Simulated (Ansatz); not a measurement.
CH6O3Sn (`C[O][SnH]([OH])[OH]`) from Hartree–Fock to CCSD(T)

```
atom    x (Å)    y (Å)    z (Å)
  C1  -0.1419   0.8610   1.5313
  O2  -0.1683  -0.5029   1.1766
 Sn3  -0.1845  -1.0430  -0.6993
  O4   1.5641  -0.6019  -1.4623
  O5  -1.3927   0.1020  -1.7116
  H6   0.7924   1.3516   1.2284
  H7  -0.9786   1.4203   1.0960
  H8  -0.2188   0.9283   2.6200
  H9  -0.6357  -2.6700  -0.7703
 H10   2.2766  -0.6293  -0.8187
 H11  -0.9127   0.7839  -2.1900
```

Charge 0, multiplicity 1. Correlated methods include outer-core shells of Sn, which these sets cover unevenly. Sn: def2 effective core potential. Geometry: relaxed with PBE0-D4/def2-TZVP. It is one conformer, not always the lowest. Frozen core, restricted reference, Ansatz 0.2.0.

```
     basis     HF (Eh)  MP2 corr.  CCSD corr.       (T)  CCSD(T) total
  def2-SVP  -479.09575   -0.82320    -0.85801  -0.02067     -479.97443
def2-TZVPP  -479.45285   -1.22814    -1.23974  -0.04381     -480.73640
def2-QZVPP  -479.46920   -1.51315           –         –              –
```
